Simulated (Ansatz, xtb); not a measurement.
## Relative energy of two isomers of H12Si5

We compare a, `[SiH3][Si]([SiH3])([SiH3])[SiH3]`, a singlet, with b, `[SiH3][SiH2][SiH]([SiH3])[SiH3]`, a singlet. Both are isolated molecules in the gas phase, relaxed with PBE-D3(BJ)/def2-SVP; each stands in its lowest conformer found.

Quicker runs give these differences E(b) − E(a): GFN2-xTB −0.022 eV; HF/STO-3G −0.020 eV (at GFN2-xTB geometries); r2SCAN-D4/def2-SVP +0.164 eV (at GFN2-xTB geometries).

Estimate which is lower in electronic energy at CCSD(T)/def2-SVP + ΔMP2/def2-TZVPP, and by roughly how much.

The CCSD(T)/def2-SVP + ΔMP2/def2-TZVPP calculation puts structure a lower, by 0.117 eV.

Level by level:

```
                             level             geometry  E(b) − E(a) (eV)  departure from the last row (eV)  job, with rough time for the two
                          GFN2-xTB             GFN2-xTB              −0.022                            −0.139               optimisation, 1.4 s
                         HF/STO-3G             GFN2-xTB              −0.020                            −0.137                 single point, 3 s
                r2SCAN-D4/def2-SVP             GFN2-xTB              +0.164                            +0.047                single point, 20 s
               PBE-D3(BJ)/def2-SVP  PBE-D3(BJ)/def2-SVP              +0.112                            −0.005                optimisation, 84 s
                       HF/def2-SVP  PBE-D3(BJ)/def2-SVP              +0.143                            +0.026           part of the CCSD(T) run
                      MP2/def2-SVP  PBE-D3(BJ)/def2-SVP              +0.183                            +0.066           part of the CCSD(T) run
                  CCSD(T)/def2-SVP  PBE-D3(BJ)/def2-SVP              +0.147                            +0.030                      single point
CCSD(T)/def2-SVP + ΔMP2/def2-TZVPP  PBE-D3(BJ)/def2-SVP              +0.117                                               single point, 4.2 min
```

As drawn, both hold the same kinds of bond in the same numbers.

GFN2-xTB puts the two in the other order. HF/STO-3G finds them nearly level. The largest departure from CCSD(T)/def2-SVP + ΔMP2/def2-TZVPP is that of GFN2-xTB, 0.139 eV. The last row adds to CCSD(T) the change of the MP2 difference between the two basis sets, here −0.030 eV.

With thermal terms from frequencies at re-optimised GFN2-xTB minima (ideal gas, soft modes damped towards free rotors, one conformer each, 298.15 K, 1 atm): the zero-point term adds +0.004 eV; ΔH is +0.105 and ΔG +0.076 eV.

The correlated steps freeze 25 core orbitals. Programs: Ansatz 0.2.0, xtb 6.7.1; the last row on 2 threads of AMD EPYC (Zen 3) on a shared host.
